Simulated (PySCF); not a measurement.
Isomers of C3H3F3O, one conformer each. Level of theory: core-valence-separated Tamm–Dancoff BHandHLYP/aug-pcX-1 (pcseg-1 on H) in PySCF, non-relativistic, gas phase, PBE0-D3(BJ)/def2-SVP geometry. No empirical shift is added; at this level the pattern usually sits a few eV under experiment.

P. `C(C(F)(F)F)(C)=O`
Q. `O(C(F)=C)C(F)F`
R. `FC(F)[C@]1(F)CO1`

Main lines, eV (oscillator strength):
1. C K: 283.2 (0.053), 286.4 (0.029), 286.4 (0.078), 287.5 (0.011), 288.4 (0.008); O K: 534.6 (0.011), 535.7 (0.006), 536.1 (0.022), 536.6 (0.007), 536.7 (0.009); F K: 686.6 (0.016), 687.0 (0.014), 687.1 (0.022), 687.3 (0.022), 687.8 (0.013)
2. C K: 283.4 (0.078), 286.1 (0.008), 286.9 (0.036), 286.9 (0.040), 288.2 (0.010); O K: 528.3 (0.054), 536.4 (0.007); F K: 686.0 (0.036), 687.6 (0.025), 688.5 (0.021), 688.6 (0.057), 689.0 (0.007)
3. C K: 286.2 (0.057), 288.2 (0.036), 288.8 (0.026), 289.3 (0.056), 289.6 (0.037); O K: 533.1 (0.045), 534.6 (0.035), 536.1 (0.008), 536.9 (0.014); F K: 686.4 (0.029), 686.5 (0.032), 686.6 (0.030), 687.6 (0.009), 687.6 (0.011)
Listed: the first five lines at most of each edge with a tenth or more of its strongest line's intensity; roots within 0.03 eV on the same or equivalent atoms are summed. Only the lowest roots were sought, and the top ones are left out.

Question: Which spectrum belongs to which isomer?

Answer: 1 = Q, 2 = P, 3 = R.
- P: first C line listed at 283.4 eV, hole on the ketone carbonyl carbon (1s→π*); first O line listed at 528.3 eV, hole on the ketone oxygen (1s→π*); first F line listed at 686.0 eV, hole on the fluorine of a CF3 group.
- Q: first C line listed at 283.2 eV, hole on the terminal =CH2 carbon (1s→π*); first O line listed at 534.6 eV, hole on the ether oxygen; first F line listed at 686.6 eV, hole on the vinyl fluorine.
- R: first C line listed at 286.2 eV, hole on the sp3 carbon bound to oxygen; first O line listed at 533.1 eV, hole on the epoxide oxygen; first F line listed at 686.4 eV, hole on the fluorine of a CF2 group.

Question: What are the ground-state energies of the isomers at BHandHLYP/aug-pcX-1 (pcseg-1 on H), relative to the lowest?

Answer: P 0.0, Q 82.5, R 134.1 kJ/mol (electronic energies on these geometries, no dispersion or zero-point terms).
